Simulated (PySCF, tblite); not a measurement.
Isomers of C5H5N3O, one GFN2-xTB conformer each. Single-point energies are computed at PBE0/pcSseg-1 (PySCF, gas phase, no added dispersion term), electronic only.

| SMILES | GFN2-xTB relative energy (kJ/mol) |
| --- | --- |
| Cc1cnnnc1C=O | 1.3 |
| Cc1cc(C=O)nnn1 | 0.0 |

Conformers: `[CH3:1][c:2]1[cH:3][n:4][n:5][n:6][c:7]1[CH:8]=[O:9]` with N6–C7–C8–O9 180°; `[CH3:1][c:2]1[cH:3][c:4]([CH:5]=[O:6])[n:7][n:8][n:9]1` with C3–C4–C5–O6 0°.

Question: What does PBE0/pcSseg-1 give for the same structures?

Answer: 
```tsv
SMILES	PBE0/pcSseg-1 E (Eh)	PBE0/pcSseg-1 (kJ/mol)	GFN2-xTB (kJ/mol)	point group
Cc1cc(C=O)nnn1	-432.39861	0.0	0.0	Cs
Cc1cnnnc1C=O	-432.39605	6.7	1.3	Cs
```

Both levels put the same isomer lowest. Neighbours under 10 kJ/mol apart (Cc1cc(C=O)nnn1 and Cc1cnnnc1C=O) can change places with a better method, another conformer or zero-point energy.

Question: Which frontier levels, dipoles and rotational constants go with these structures?

Answer: 
```json
{"SMILES": "Cc1cc(C=O)nnn1", "HOMO (eV, PBE0/pcSseg-1)": "-7.41", "LUMO (eV)": "-3.05", "dipole (D)": "3.39", "A, B, C (MHz)": "3276, 1296, 934.0"}
{"SMILES": "Cc1cnnnc1C=O", "HOMO (eV, PBE0/pcSseg-1)": "-7.44", "LUMO (eV)": "-3.06", "dipole (D)": "3.65", "A, B, C (MHz)": "3165, 1540, 1042"}
```

Question: What happens when harmonic zero-point energies from GFN2-xTB frequencies are added?

Answer: 
```json
{"SMILES": "Cc1cc(C=O)nnn1", "ZPE (kJ/mol)": "252.7", "electronic (kJ/mol)": "0.0", "with ZPE (kJ/mol)": "0.0"}
{"SMILES": "Cc1cnnnc1C=O", "ZPE (kJ/mol)": "253.9", "electronic (kJ/mol)": "6.7", "with ZPE (kJ/mol)": "7.9"}
```

The zero-point energies span 1.2 kJ/mol. The order is unchanged.
